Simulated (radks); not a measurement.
Task: All-electron atom: Rb4+ in [Ar] 3d10 4s2 4p3. Calculated with a radial shooting solver on a logarithmic mesh with Libxc functionals: scalar-relativistic Kohn-Sham, r2SCAN, spin-unpolarised, spherical densities, finite nucleus; meta-GGA in the generalised Kohn-Sham scheme; Fermi nuclear charge, rms radius 4.2036 fm. Some entries of the table are withheld. Estimate them.

| orbital | occ. | eigenvalue (hartree) | <r^2> (bohr^2) | <1/r> (bohr^-1) |
|---|---|---|---|---|
| 1s | 2 | -555.8355 | 0.002189 | 37.87 |
| 2s | 2 | -76.32044 | 0.03723 | 8.450 |
| 2p | 6 | -67.79911 | (1) | 8.241 |
| 3s | 2 | -13.13492 | 0.2973 | 2.818 |
| 3p | 6 | -10.36787 | 0.3123 | 2.660 |
| 3d | 10 | (2) | 0.3333 | 2.396 |
| 4s | 2 | -2.92006 | 2.106 | 0.9781 |
| 4p | 3 | -2.23718 | 2.601 | 0.8707 |
| 4d | 0 | -1.25280 | 4.365 | 0.6686 |
| 5s | 0 | -1.01589 | 10.45 | 0.4409 |

Result: 
(1) 2p <r^2> (bohr^2): 0.02942
(2) 3d eigenvalue (hartree): -5.80838
